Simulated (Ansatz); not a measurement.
Born–Oppenheimer molecular dynamics of AlCl3 (4 atoms, charge 0, multiplicity 1). It goes on from the last frame of an earlier run, with new velocities.

Theory: RKS PBE0/STO-3G in Ansatz.

```
ensemble        : NVT, Nosé–Hoover chain
time step       : 2 fs
steps asked     : 166
set temperature : 300 K
thermostat      : time constant 100 fs, chain length 3 (defaults)
seed            : 165317
```

First frame:

```xyz
4
Properties=species:S:1:pos:R:3
Al 0.031 -0.002 -0.044
Cl -0.031 -0.001 1.966
Cl 1.790 0.001 -0.986
Cl -1.783 0.001 -0.948
```

Problem. How far do the bonds stretch over the last three quarters of this one trajectory? (Pairs bonded in most of those frames.)

Solution. 
| bond | mean (Å) | spread (Å) | shortest | longest |
| --- | --- | --- | --- | --- |
| Al1–Cl2 | 2.061 | 0.031 | 2.00 | 2.12 |
| Al1–Cl3 | 2.059 | 0.032 | 2.00 | 2.12 |
| Al1–Cl4 | 2.061 | 0.029 | 2.01 | 2.12 |

Mean temperature of the second half: 171 K. The conserved energy stayed within 0.17 meV per atom of its start (net change -0.14 meV per atom), so the integration is sound. The mean temperature of the second half is 43 % below the set value. A run of 0.33 ps of so small a system gives no equilibrium averages. Limits of this set-up: minimal basis.

The run took 95 s on 1 thread of Intel(R) Xeon(R) 6975P-C (Granite Rapids), with other jobs on the host, peak memory 0.11 GiB.
